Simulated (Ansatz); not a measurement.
Isolated molecules relaxed with PBE0-D4/def2-TZVP in Ansatz; ΔE leaves out vibrations. CCSD(T)/CBS adds triple-zeta CCSD(T) − MP2 to the extrapolated MP2 energy (def2 sets, frozen cores). This one scheme is used for every species. Functionals use def2-TZVPP. B3LYP here is the variant with VWN-RPA as its local correlation; programs differ in this. For Ga outer-core shells are correlated without core-valence functions, which leaves a few kJ/mol of doubt a bond. Scalar relativity is left out up to krypton. Each species was taken in one conformer, which may not be the lowest.

`N=[CH][Ga]([F])[F]` + HCl → `[F][Ga]([F])[Cl]` + `C=N`  (ligand exchange at a Ga–C bond)

```
   level  ΔE (kJ/mol)
 PBE0-D4       -108.8
B3LYP-D4       -106.0
    PBE0       -110.3
 r2SCAN0       -117.2
```

Q: What does CCSD(T)/CBS give? (Best estimate.)

A: The calculation gave: -110.2 kJ/mol. The listed levels differ from it by 1.4, 4.2, -0.1, -7.0 kJ/mol.

Largest T1 diagnostic among the species: 0.015.

At CCSD(T), def2-SVP lies −13.2 kJ/mol from the extrapolated value and def2-TZVPP −1.7 kJ/mol. From r2SCAN to r2SCAN0 (25 % exact exchange), in def2-TZVPP and without D4, ΔE moves by −7.1 kJ/mol.

CCSD(T)/CBS has its own doubt, a few kJ/mol and more with outer-core shells, so smaller differences from it don't rank the levels.
